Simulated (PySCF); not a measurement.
methylammonium (CH6N), SMILES C[NH3+], charge +1. Atoms are numbered in the order given.

```xyz
8

C      0.0000     0.0000    -0.7984
N      0.0000     0.0000     0.7093
H      0.0000    -1.0331    -1.1395
H      0.8947     0.5166    -1.1395
H     -0.8947     0.5166    -1.1395
H     -0.8254    -0.4766     1.0813
H      0.0000     0.9531     1.0813
H      0.8254    -0.4766     1.0813
```
Charge +1, spin multiplicity 1.

Geometry: ωB97X-D3(BJ)/def2-TZVP.

These are PBE/pcJ-1 (PySCF) values and carry that method's errors.

Isotropic couplings with Fermi-contact, spin-dipole and both spin-orbit terms, one fixed conformer, no vibrational averaging. Isotopes: 13C, 14N, 1H.

Computed spin–spin coupling constants:
| pair | bonds apart | J (Hz) |
|---|---|---|
| C1–N2 | 1 | 0.9 |
| C1–H3 | 1 | 145.3 |
| C1–H4 | 1 | 145.3 |
| C1–H5 | 1 | 145.3 |
| N2–H6 | 1 | 52.1 |
| N2–H7 | 1 | 52.1 |
| N2–H8 | 1 | 52.1 |
| C1–H6 | 2 | -1.8 |
| C1–H7 | 2 | -1.8 |
| C1–H8 | 2 | -1.8 |
| H3–H4 | 2 | -12.1 |
| H3–H5 | 2 | -12.1 |
| H4–H5 | 2 | -12.1 |
| H6–H7 | 2 | -11.4 |
| H6–H8 | 2 | -11.4 |
| H7–H8 | 2 | -11.4 |
| H3–H6 | 3 | 2.6 |
| H3–H7 | 3 | 14.8 |
| H3–H8 | 3 | 2.6 |
| H4–H6 | 3 | 14.8 |
| H4–H7 | 3 | 2.6 |
| H4–H8 | 3 | 2.6 |
| H5–H6 | 3 | 2.6 |
| H5–H7 | 3 | 2.6 |
| H5–H8 | 3 | 14.8 |
